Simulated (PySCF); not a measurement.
## Two-component Hartree-Fock for Fe (iron, neutral)

Start: [Ar] 3d6 4s2; 3d3/2 filled at m_j = +3/2; 3d5/2 filled at m_j = -3/2, -1/2, +1/2, +3/2, +5/2. Calculated with PySCF 2.14 in x2c-SVPall-2c with one added diffuse shell each of s, d type (6s5p4d1f, 48 functions): generalised Hartree-Fock with the X2C-1e Hamiltonian and a Gaussian nucleus; one run each with spin-orbit coupling (SO) switched off, then screened by Boettger's factors. This is a chosen level, not necessarily the ground level.

```json
{"spinor shell": "1s1/2", "electrons": "2", "ε, spin-free (eV)": "-7173.2", "ε, screened SO (eV)": "-7173.2", "weight of nominal j (screened SO)": "1.000", "rms radius, screened SO (bohr)": "0.0676"}
{"spinor shell": "2s1/2", "electrons": "2", "ε, spin-free (eV)": "-882.51", "ε, screened SO (eV)": "-882.48", "weight of nominal j (screened SO)": "1.000", "rms radius, screened SO (bohr)": "0.288"}
{"spinor shell": "2p1/2", "electrons": "2", "ε, spin-free (eV)": "-748.58", "ε, screened SO (eV)": "-757.53", "weight of nominal j (screened SO)": "0.988", "rms radius, screened SO (bohr)": "0.259"}
{"spinor shell": "3s1/2", "electrons": "2", "ε, spin-free (eV)": "-115.76", "ε, screened SO (eV)": "-115.74", "weight of nominal j (screened SO)": "1.000", "rms radius, screened SO (bohr)": "0.872"}
{"spinor shell": "3p3/2", "electrons": "4", "ε, spin-free (eV)": "-75.169", "ε, screened SO (eV)": "-74.413", "weight of nominal j (screened SO)": "0.830", "rms radius, screened SO (bohr)": "0.939"}
{"spinor shell": "3p1/2", "electrons": "2", "ε, spin-free (eV)": "-75.169", "ε, screened SO (eV)": "-76.670", "weight of nominal j (screened SO)": "0.659", "rms radius, screened SO (bohr)": "0.936"}
{"spinor shell": "3d5/2", "electrons": "5", "ε, spin-free (eV)": "-17.445", "ε, screened SO (eV)": "-18.399", "weight of nominal j (screened SO)": "0.588", "rms radius, screened SO (bohr)": "1.21"}
{"spinor shell": "3d3/2", "electrons": "1", "ε, spin-free (eV)": "-17.445", "ε, screened SO (eV)": "-12.672", "weight of nominal j (screened SO)": "0.790", "rms radius, screened SO (bohr)": "1.35"}
{"spinor shell": "4s1/2", "electrons": "2", "ε, spin-free (eV)": "-7.157", "ε, screened SO (eV)": "-7.156", "weight of nominal j (screened SO)": "1.000", "rms radius, screened SO (bohr)": "3.50"}
```

Where does 2p3/2 lie, and what is the 2p spin-orbit splitting (screened SO)?

At -744.15 eV, 13.378 eV above 2p1/2.

| quantity | spin-free | screened SO |
| --- | --- | --- |
| E (hartree) | -1271.14869 | -1271.16435 |
| M_J | 4 | 4 |
| ⟨J²⟩ | 20.024 | 20.024 |
| ⟨L²⟩ | 6.006 | 6.012 |
| ⟨S²⟩ | 6.018 | 6.014 |

Each row is a mean over spinors that exchange with the open shell spreads, by up to 15.092 eV (3p3/2).

Rows whose weight is well below 1 are mixtures of j = l ± 1/2: exchange outweighs spin-orbit coupling there, and the label is only the starting occupation.

Without spin-orbit coupling the j labels of p, d and f shells carry no meaning; the spin-free column gives the mean over the occupied spinors of each nl shell.
